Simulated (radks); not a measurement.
Q: All-electron atom: Ce XXI in [Kr] 4d2. All-electron calculation, scalar-relativistic Kohn-Sham, PBEsol, spin-polarised, spherical densities, point nucleus; open shells are filled with parallel spins first (spin-orbit coupling, left out, can overturn this in heavy ions). Program: a radial shooting solver on a logarithmic mesh with Libxc functionals. Some entries of the table are withheld. Estimate them.

orbital,occ.,eigenvalue (hartree),<r^2> (bohr^2)
1s up,1,-1498.988,0.0008213
1s down,1,-1498.987,0.0008213
2s up,1,-256.5492,0.01305
2s down,1,-256.5014,0.01305
2p up,3,-231.8780,0.01040
2p down,3,-231.8402,0.01040
3s up,1,-69.85525,0.08768
3s down,1,-69.82821,0.08761
3p up,3,-62.00895,0.08737
3p down,3,-61.97906,0.08729
3d up,5,-50.97672,0.07391
3d down,5,-50.93423,0.07385
4s up,1,-27.35238,0.4004
4s down,1,-27.20397,0.4005
4p up,3,-24.58887,0.4315
4p down,3,-24.44126,0.4319
4d up,2,-20.62246,(1)
4d down,0,-20.47697,(2)

A: 
(1) 4d up <r^2> (bohr^2): 0.4658
(2) 4d down <r^2> (bohr^2): 0.4668
